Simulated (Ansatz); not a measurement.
H5NSi2Zn, SMILES `[ZnH][SiH]1N[SiH2]1`. Total charge 0; spin multiplicity 1.

```xyz
9

Zn   -0.323   -2.190    1.392
Si   -0.253    0.116    0.840
N    -0.760    0.580   -0.773
Si    0.914    0.950   -0.893
H    -0.325   -3.716    1.697
H    -0.657    1.083    1.910
H    -1.610    0.655   -1.303
H     1.723    0.140   -1.844
H     1.292    2.383   -1.025
```

What are the harmonic wavenumbers in cm⁻¹ at PBE0-D4/def2-TZVP (Ansatz, finite differences of forces, unscaled)? (An estimate is asked.)

Ansatz gave: 79, 128, 241, 306, 418, 424, 478, 503, 563, 652, 661, 764, 777, 904, 963, 994, 1850, 2145, 2201, 2209, 3659.

Is this a minimum?

Yes, all 21 modes are real.

Give the ideal-gas thermochemistry at 298.15 K and 1 bar (rigid rotor, harmonic oscillator; point group C1, symmetry number 1).

Zero-point energy 125.1 kJ/mol; H(298) − E = 146.0 kJ/mol; entropy 350.7 J/(mol·K), of which translation 170.5, rotation 116.3, vibration 63.9; G(298) − E = 41.4 kJ/mol. Modes under 100 cm⁻¹ are hindered rotations or soft bends, so the harmonic entropy is rough.
